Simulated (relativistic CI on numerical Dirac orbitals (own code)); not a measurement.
# Hg³⁷⁺: sensitivity of the levels to the model

Base calculation: Dirac-Coulomb-Breit CI, orbitals from a KLI potential per configuration, QED by a radiative potential, unscaled Slater integrals.

CI space (outside the closed core [Ar] 3d10): 4s²4p⁶4d⁷, 4s²4p⁶4d⁶4f, 4s²4p⁵4d⁸, 4s4p⁶4d⁸, 4s²4p⁵4d⁷4f, 4s4p⁶4d⁷4f, 4s²4p⁶4d⁶5s, 4s²4p⁶4d⁵4f5s, 4s²4p⁶4d⁶5p, 4s²4p⁵4d⁷5s, 4s²4p⁶4d⁶5f, 4p⁶4d⁸4f, 4s²4p⁶4d⁵5s5p, 4s²4p⁶4d⁶6s, 4s4p⁶4d⁷5s, 4p⁶4d⁹, 4p⁵4d¹⁰, 4p⁵4d⁹4f, 4s²4p⁶4d⁵5s², 4s²4p⁶4d⁴4f5s², 4s²4p⁵4d⁵4f5s², 4s4p⁶4d⁵4f5s², 4p⁶4d⁸5s, 4p⁵4d⁹5s, 4p⁵4d⁸4f5s, 4p⁶4d⁷5s², 4p⁶4d⁶4f5s², 4p⁵4d⁸5s², 4p⁵4d⁷4f5s². Double excitations out of closed p, d and f shells are left out; levels of such configurations are missing from the list, as are those of other unlisted configurations, and high levels can miss mixing partners.

Variants: (1) QED terms removed; (2) non-relativistic limit. Shifts of the energy above 4s²4p⁶4d⁷ ⁴F9/2, in cm⁻¹, for the lowest level and the first level of each name with at least 55 % of one term (blank where a level changes its place among those of its configuration and J or its character, or is not in the variant):

```tsv
Level	Base	Δ(1)	Δ(2)
4s²4p⁶4d⁷ ⁴F9/2	0	0	0
4s²4p⁶4d⁷ ⁴F7/2	199021	-525	-199021
4s²4p⁶4d⁷ ⁴P5/2	242239	-533	-191402
4s²4p⁶4d⁷ ²H11/2	255994	-520	-187100
4s²4p⁶4d⁷ ²F5/2	298208	-506	
4s²4p⁶4d⁷ ²D3/2	367660	-539	
4s²4p⁶4d⁷ ⁴F5/2	429131	-1032	
4s²4p⁵4d⁸ ⁴G°11/2	1729278	+1762	-266172
```

At this charge energies of transitions that change n are usually good to better than 1 %, and those within a shell (Δn = 0) to a few per cent. Terms inside the open d or f shell come out 10 to 20 % too wide with unscaled integrals.

Ionisation energy from the two ground configurations alone: base 1722.17 eV. The NIST ASD value (theoretical) is 1723 eV.

LS names give the leading component of a level, which can be under half, so a name can repeat, a term be missing and a line seem to break the LS rules.
